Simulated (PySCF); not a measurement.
Electron correlation in Cr (chromium, neutral)

[Ar] 3d5 4s1, high-spin 7S determinant. Computed with PySCF 2.14 in def2-QZVPPD, with the non-relativistic Hamiltonian (point nucleus). Frozen: [Ne]; 14 electrons correlated.

```csv
level,correlation energy (mhartree)
CCSD,-434.73
(T),-12.61
CCSD(T),-447.34
```

Diagnostics: T1 = 0.017, D1 = 0.0612, largest double amplitude 0.018.

Cost of the coupled-cluster step: roughly 2 core-minutes, for 14 correlated electrons.

Iterations:

```
CC2 = 0
CCSD nocc = (np.int64(10), np.int64(4)), nmo = (88, 88)
frozen orbitals [[0, 1, 2, 3, 4], [0, 1, 2, 3, 4]]
max_cycle = 100
direct = 0
conv_tol = 1e-08
conv_tol_normt = 1e-06
diis_space = 8
diis_start_cycle = 0
Init t2, MP2 energy = -0.43651961185929
Init E_corr(UCCSD) = -0.43651961186016
cycle = 1  E_corr(UCCSD) = -0.425704523917881  dE = 0.0108150879  norm(t1,t2) = 0.0745207
cycle = 2  E_corr(UCCSD) = -0.434649310161166  dE = -0.00894478624  norm(t1,t2) = 0.025559
cycle = 3  E_corr(UCCSD) = -0.434059257671633  dE = 0.00059005249  norm(t1,t2) = 0.0173293
cycle = 4  E_corr(UCCSD) = -0.434706994403477  dE = -0.000647736732  norm(t1,t2) = 0.00698946
cycle = 5  E_corr(UCCSD) = -0.434793404942074  dE = -8.64105386e-05  norm(t1,t2) = 0.00125867
cycle = 6  E_corr(UCCSD) = -0.434733137483169  dE = 6.02674589e-05  norm(t1,t2) = 0.000346953
cycle = 7  E_corr(UCCSD) = -0.434723130597081  dE = 1.00068861e-05  norm(t1,t2) = 0.000125692
cycle = 8  E_corr(UCCSD) = -0.434728023911687  dE = -4.89331461e-06  norm(t1,t2) = 3.78417e-05
cycle = 9  E_corr(UCCSD) = -0.43472860355866  dE = -5.79646974e-07  norm(t1,t2) = 9.05489e-06
cycle = 10  E_corr(UCCSD) = -0.434728232840434  dE = 3.70718226e-07  norm(t1,t2) = 2.94766e-06
cycle = 11  E_corr(UCCSD) = -0.434728197610799  dE = 3.5229635e-08  norm(t1,t2) = 7.92909e-07
cycle = 12  E_corr(UCCSD) = -0.43472821277329  dE = -1.51624902e-08  norm(t1,t2) = 1.04723e-07
cycle = 13  E_corr(UCCSD) = -0.434728212947252  dE = -1.73962067e-10  norm(t1,t2) = 3.58588e-08
UCCSD converged
E(UCCSD) = -1043.790576089063  E_corr = -0.4347282129472517
UCCSD(T) correction = -0.0126108939689726
```

This basis was not built for core-valence correlation, so the inner-shell part is incomplete.
